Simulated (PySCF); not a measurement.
# Ionisation energy of Al⁺ by level of theory

Al⁺ [Ne] 3s2 (1S) → Al²⁺ [Ne] 3s1 (2S), as a difference of total energies. Computed with PySCF 2.14 in aug-cc-pV(T+d)Z (6s5p4d2f, 55 functions), with no relativity, point nucleus. Correlated levels: valence: [Ne] frozen. The calculations carry no spin-orbit coupling.

```tsv
method	ionisation energy (eV)
UHF	17.521
LDA	18.882
PBE	18.752
PBE0	18.648
r2SCAN	18.368
wB97M-V	18.866
revPBE	18.669
TPSS	18.616
B2PLYP	18.665
MP2 (valence)	18.278
SCS-MP2 (valence)	18.430
```

**Question.** How much does correlation contribute at MP2 (valence)?

**Answer.** 18.278 − (17.521) = 0.757 eV, measured against UHF.

Errors of the correlated levels include the incompleteness of this basis and the frozen core.

MP2 underrates the near-degeneracy of ns² with np² in the lower species.

For comparison: 18.829 eV (measured; NIST Atomic Spectra Database, ionization energies).
